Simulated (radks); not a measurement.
Effect of the nuclear size on the platinum ion Pt3+, [Xe] 4f14 5d7. Calculated with a radial shooting solver on a logarithmic mesh with Libxc functionals: Dirac Kohn-Sham, BLYP, spin-unpolarised, spherical densities, finite nucleus; open shells fill j = l - 1/2 first; Fermi nuclear charge, rms radius 5.427 fm. The rms radius is varied about that value; shifts are against it.

| rms radius (fm) | total energy shift (eV) | density at nucleus (e/bohr^3) | 1s1/2 shift (meV) | 2s1/2 shift (meV) | 5s1/2 shift (meV) | 5p1/2 shift (meV) | 5d5/2 shift (meV) | 6s1/2 (empty) shift (meV) | 6p1/2 (empty) shift (meV) |
|---|---|---|---|---|---|---|---|---|---|
| 4.6672 | -23.1 | 2.095e+06 | -9260 | -1360 | -15.1 | -0.217 | 0.218 | -2.31 | -0.086 |
| 5.2479 | -5.63 | 2.001e+06 | -2260 | -331 | -3.68 | -0.053 | 0.053 | -0.563 | -0.021 |
| 5.427 | 0 | 1.975e+06 | 0.000 | 0.000 | 0.000 | 0.000 | 0.000 | 0.000 | 0.000 |
| 5.8612 | 14.1 | 1.917e+06 | 5670 | 830 | 9.23 | 0.134 | -0.134 | 1.41 | 0.053 |
| 6.3876 | 32.1 | 1.853e+06 | 12900 | 1890 | 21.0 | 0.307 | -0.304 | 3.21 | 0.120 |

Slopes of the eigenvalues against <r^2> in GHz/fm^2, as finite differences over the two radii next to the reference (eigenvalue slopes, not the field-shift constants of lines): 1s1/2 282000, 2s1/2 41200, 5s1/2 458, 5p1/2 6.66, 5d5/2 -6.63, 6s1/2 (empty) 70.1, 6p1/2 (empty) 2.61.
